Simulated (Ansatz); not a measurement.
Start from `F[SiH](S)I` and change one atom or group to get `CC[SiH](F)I`.

Ansatz, PBE0-D4/def2-TZVP geometries, multiplicity 1. Each molecule was computed in one conformer, which needn't be the lowest.

Elements past krypton have def2 core potentials.  Spin–orbit coupling is left out; it splits and shifts lone-pair levels of the heavy atoms by tenths of an eV.

| property | `F[SiH](S)I` |
| --- | --- |
| LUMO energy (PBE/def2-TZVPP) / eV | -1.84 |
| HOMO–LUMO gap (PBE0/def2-TZVPP) / eV | 6.84 |
| HOMO energy (B3LYP/def2-TZVPP) / eV | -7.56 |
| HOMO–LUMO gap (ωB97M-V/def2-TZVPP) / eV | 10.86 |
| HOMO energy (PBE/def2-TZVPP) / eV | -6.64 |
| LUMO energy (ωB97M-V/def2-TZVPP) / eV | 0.93 |

(1) What does the change do to each property? (An estimate is asked.)

Results:

(1) Computed: 
| property | `CC[SiH](F)I` | shift |
| --- | --- | --- |
| LUMO energy (PBE/def2-TZVPP) / eV | -0.99 | 0.85 |
| HOMO–LUMO gap (PBE0/def2-TZVPP) / eV | 7.60 | 0.76 |
| HOMO energy (B3LYP/def2-TZVPP) / eV | -7.47 | 0.09 |
| HOMO–LUMO gap (ωB97M-V/def2-TZVPP) / eV | 11.55 | 0.69 |
| HOMO energy (PBE/def2-TZVPP) / eV | -6.57 | 0.07 |
| LUMO energy (ωB97M-V/def2-TZVPP) / eV | 1.70 | 0.77 |

With PBE0 the HOMO rises by 0.10 eV and the LUMO rises by 0.85 eV, so the gap widens by about 0.75 eV. PBE moves the HOMO by 0.07 eV and ωB97M-V by 0.08 eV.

B3LYP here is the variant with VWN-RPA as its local correlation; programs differ in this.
